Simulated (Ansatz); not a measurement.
`C=[C](F)[SnH2][CH3]` and `C=C(F)F` differ in one atom or group.

Ansatz, PBE0-D4/def2-TZVP geometries, multiplicity 1. Each molecule was computed in one conformer, which needn't be the lowest.

Elements past krypton have def2 core potentials.

```
                                          property  `C=[C](F)[SnH2][CH3]`
             HOMO–LUMO gap (B3LYP/def2-TZVPP) / eV                   7.08
                 HOMO energy (PBE/def2-TZVPP) / eV                  -6.36
size of the dipole moment (ωB97M-V/def2-TZVPP) / D                   2.07
           HOMO–LUMO gap (ωB97M-V/def2-TZVPP) / eV                  11.35
  size of the dipole moment (B3LYP/def2-TZVPP) / D                   2.08
              HOMO–LUMO gap (PBE0/def2-TZVPP) / eV                   7.54
```

Problem. What does the change do to each property? (An estimate is asked.)

Solution. Computed: 
```json
{"property": "HOMO–LUMO gap (B3LYP/def2-TZVPP) / eV", "`C=C(F)F`": "7.76", "shift": "0.68"}
{"property": "HOMO energy (PBE/def2-TZVPP) / eV", "`C=C(F)F`": "-6.45", "shift": "-0.09"}
{"property": "size of the dipole moment (ωB97M-V/def2-TZVPP) / D", "`C=C(F)F`": "1.14", "shift": "-0.93"}
{"property": "HOMO–LUMO gap (ωB97M-V/def2-TZVPP) / eV", "`C=C(F)F`": "12.80", "shift": "1.45"}
{"property": "size of the dipole moment (B3LYP/def2-TZVPP) / D", "`C=C(F)F`": "1.17", "shift": "-0.91"}
{"property": "HOMO–LUMO gap (PBE0/def2-TZVPP) / eV", "`C=C(F)F`": "8.29", "shift": "0.75"}
```

With PBE0 the HOMO falls by 0.19 eV and the LUMO rises by 0.56 eV, so the gap widens by about 0.75 eV. PBE moves the HOMO by -0.09 eV and ωB97M-V by -0.23 eV. Dipoles are sizes alone; their direction can turn.

B3LYP here is the variant with VWN-RPA as its local correlation; programs differ in this.
